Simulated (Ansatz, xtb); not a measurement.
**Relaxing a trial structure of CAlNSe**

The starting geometry of this gas-phase triplet was built from a drawn formula by distance geometry and a force field; its bonds are those of `N#C[Se][Al]`.

| atom | x (Å) | y (Å) | z (Å) |
| --- | --- | --- | --- |
| C | -0.5499 | -0.2051 | 0.1499 |
| Al | 2.4058 | 0.1374 | 0.9563 |
| N | -1.2607 | 0.6149 | -0.3398 |
| Se | 0.5905 | -1.4354 | 0.9976 |

Question: Predict what it relaxes into with r2SCAN-D4/def2-SVP.

Answer: It keeps its bonds, and is `N#C[Se][Al]`.

The energy falls by 0.12 eV over 5 steps:

| step | E − E(last) (eV) |
| --- | --- |
| 1 | 0.121 |
| 2 | 0.011 |
| 3 | 0.003 |
| 4 | 0.000 |
| 5 | 0.000 |

Final geometry (Å):

```yaml
atoms:
  - { symbol: C, position_ang: [-0.6011, -0.1577, 0.1400] }
  - { symbol: Al, position_ang: [2.5539, 0.0261, 1.0438] }
  - { symbol: N, position_ang: [-1.3978, 0.5327, -0.3659] }
  - { symbol: Se, position_ang: [0.6306, -1.2892, 0.9461] }
```

From the same start GFN2-xTB ends elsewhere, differing in C1–Al2 (2.25 against 3.29 Å here), Al2–N3 (1.88 against 4.23 Å here).

The end wasn't checked by frequencies. Open shells are spin-unrestricted. The triplet needn't be the ground state. Run with Ansatz 0.2.0, 73 s on 1 thread of Arm Neoverse V1, with other jobs on the host.
